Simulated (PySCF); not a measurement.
F$_{3}$Sc, charge -1, doublet, geometry from GFN2-xTB (such geometries of metal compounds can be far from the true shape) (the multiplicity is a formal guess) (in this run its highest filled SCF level lies above zero, so its values depend strongly on the basis, on diffuse functions most of all). Base run: DF-B3LYP/6-31G** run with PySCF.

PySCF was given this input:
```python
from pyscf import gto, scf, dft

mol = gto.M(
    atom='''
Sc   -0.00000000   -0.00000000    0.00000000
F    -1.55788298   -0.96553266    0.06591834
F    -0.00103869    1.69583093   -0.69839409
F     1.55892167   -0.73029827    0.63247575
''',
    basis='6-31g**',
    charge=-1,
    spin=1,
    verbose=3,
)

mf = dft.UKS(mol)
mf.xc = 'b3lyp'
mf = mf.density_fit(auxbasis='def2-universal-jkfit')
mf.kernel()
```

Variants of this job, named by their change:

```
change               basis functions       E (Eh)  HOMO (eV)  core-seconds (rough)
-------------------  ---------------  -----------  ---------  --------------------
base                              76  -1060.45040       1.72                    10
basis = 6-31G                     54  -1060.42711       1.61                     7
basis = def2-SV(P)                66  -1060.18312       1.52                     8
basis = pcseg-1                   73  -1060.40470       1.28                    10
basis = pc-1                      73  -1060.45927       1.41                     9
basis = def2-SVP                  73  -1060.19178       1.51                     9
basis = cc-pVDZ                   85  -1060.58311       1.11                    10
basis = aug-pcseg-1              116  -1060.43096       0.84                    20
basis = def2-TZVP                138  -1060.68509       1.16                    20
basis = pc-2                     146  -1060.70749       1.17                    20
basis = pcseg-2                  146  -1060.69896       1.22                    20
basis = aug-cc-pVTZ              231  -1060.69436       0.83                    50
basis = def2-QZVP                255  -1060.72221       1.03                    40
```

Totals compare only among sets that treat the same electrons; sets with core potentials leave the core out.

Open shells are given as the SCF converged; they aren't shown to be the lowest states, and a large step between rows can be another state.
